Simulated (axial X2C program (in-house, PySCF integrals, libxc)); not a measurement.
**Levels of InB⁺ by electron attachment to InB²⁺ (EOM-EA-CCSD)**

Calculated with an axial X2C code built on PySCF integrals: two-component X2C with atomic mean-field Coulomb and Gaunt terms, Gaussian nuclei, basis In dyall-acv3z, B dyall-av3z with contracted cores.

R = 3.001 Å (near the PBE0 minimum at charge 1 of the determinant lowest at the starting distance; the state shown can have its own minimum elsewhere).

Levels of InB⁺ obtained by attaching an electron to InB²⁺:

```tsv
Ω	binding energy (eV)	above lowest (cm⁻¹)	attached spinor	one-particle weight
1/2	12.952	0	68% B pσ, 20% In pσ, 7% In sσ	0.94
1/2	12.441	4122	87% B pπ, 7% In pπ	0.93
3/2	12.430	4211	88% B pπ	0.93
1/2	9.921	24448	80% In pπ, 8% B dπ, 8% B pπ	0.94
3/2	9.716	26098	81% In pπ, 9% B dπ, 7% B pπ	0.94
1/2	8.767	33759	64% In pσ, 15% B pσ, 6% In dσ	0.86
```

Question: Take the first Ω = 1/2 and Ω = 3/2 rows of π character: how far apart are they, and which lies lower?

Answer: E(3/2) − E(1/2) = 4211 − 4122 = 89 cm⁻¹ at EOM-EA-CCSD: regular, Ω = 1/2 lower. Splittings at this level can be off by ten to twenty per cent.

This point took 29 s on 1 thread of Arm Neoverse N1, with other jobs on the host.

Reference electrons by ω block (each with its −ω partner): 1/2: 17, 3/2: 7, 5/2: 2. 14 electrons of InB²⁺ correlated (inner shells frozen), 92 natural virtual spinors (a truncated set); levels can be off by some tenths of an eV. Roots sought by Ω: (1/2: 5, 3/2: 4, 5/2: 2, 7/2: 1); the list ends where they run out and leaves out roots under 60 % one-particle weight. The solver can skip a root, and states that need a further excitation, which the method places far too high, are missing though they may lie low or lowest. T1 of the reference 0.010 (Lee–Taylor). The reference was not checked to be the lowest state of its species. Number of frozen shells: In 4 s, 3 p, 1 d; B 1 s.
